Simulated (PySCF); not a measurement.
A calculated (r2SCANh, PySCF 2.14, ANO-RCC-VTZP, scalar relativity by spin-free X2C-1e) atom or ion has these occupied shells.

```tsv
shell	electrons	orbital energy (eV)	rms radius, mean of both spins (bohr)
1s α	1	-19885.6	0.0404
1s β	1	-19885.6	0.0404
2s α	1	-2848.8	0.166
2s β	1	-2848.2	0.166
2p α	3	-2547.3	0.148
2p β	3	-2546.9	0.148
3s α	1	-512.72	0.458
3s β	1	-512.47	0.458
3p α	3	-412.67	0.463
3p β	3	-412.37	0.463
3d α	5	-250.14	0.455
3d β	5	-249.60	0.455
4s α	1	-91.368	1.17
4s β	1	-88.802	1.17
4p α	3	-64.139	1.30
4p β	3	-61.136	1.30
4d α	3	-26.578	1.79
5s α	1	-20.247	3.24
```

(1) Name the element and its charge.

## Answers

(1) Mo²⁺ (molybdenum, charge +2), in [Kr] 4d3 5s1, high-spin 5F determinant (an excited configuration).
